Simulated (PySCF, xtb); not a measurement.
B(Cl)(OMe)(SiH3) (CH6BClOSi), SMILES B(Cl)(OC)[SiH3].

GFN2-xTB run with xtb 6.7.1 at its own geometry gives an orbital gap of 3.74 eV and a dipole moment of 3.26 D.

Geometry optimised at r2SCAN-D4/def2-SVP. The structure was generated by enumeration, and PubChem lists no compound with its InChIKey, so it may never have been made. Other conformers were not sampled.

**Question.** What does PySCF with PBE/def2-TZVP give? (The exact figures need the calculation; the answer reports its results.)

**Answer.** gap 4.80 eV (levels -6.82 and -2.02 eV), dipole 2.45 D.
